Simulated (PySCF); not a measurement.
Species: SnClI3.
Bonds: Sn1–Cl2, Sn1–I3, Sn1–I4, Sn1–I5.

Method: PBE0-D3(BJ)/def2-SVP geometry optimisation, gas phase, def2 core potentials past Kr (PySCF 2.14.0); density fitting, grid level 1; the optimiser is geomeTRIC in internal coordinates, started from a GFN2-xTB structure with every atom displaced at random (about 0.03 Å).

At the end of the run (lengths in Å): Sn1–I4 2.667, Sn1–I5 2.669, Sn1–I3 2.671, Sn1–Cl2 2.339, Cl2–Sn1–I3 108.2°, I3–Sn1–I4 110.6°.

Question: These geometries were met on the way; a selection of coordinates is given. Order them by energy above the end point, lowest first.
A. Sn1–I4 2.787, Sn1–I5 2.730, Sn1–I3 2.628, Sn1–Cl2 2.321, Cl2–Sn1–I3 112.1°, I3–Sn1–I4 106.7°
B. Sn1–I4 2.609, Sn1–I5 2.627, Sn1–I3 2.693, Sn1–Cl2 2.337, Cl2–Sn1–I3 111.1°, I3–Sn1–I4 108.2°
C. Sn1–I4 2.687, Sn1–I5 2.672, Sn1–I3 2.679, Sn1–Cl2 2.339, Cl2–Sn1–I3 110.2°, I3–Sn1–I4 108.8°

Answer: C (0.007 eV), B (0.044 eV), A (0.105 eV).

| step | E above end (eV) | rms distance from the end, all atoms (Å) | largest force (eV/Å) | rms shift of all bonds from the end (Å) |
| --- | --- | --- | --- | --- |
| 2 | 0.007 | 0.028 | 0.224 | 0.011 |
| 1 | 0.044 | 0.060 | 0.755 | 0.038 |
| 0 | 0.105 | 0.065 | 1.410 | 0.071 |

Rows stand in the order of the answer.
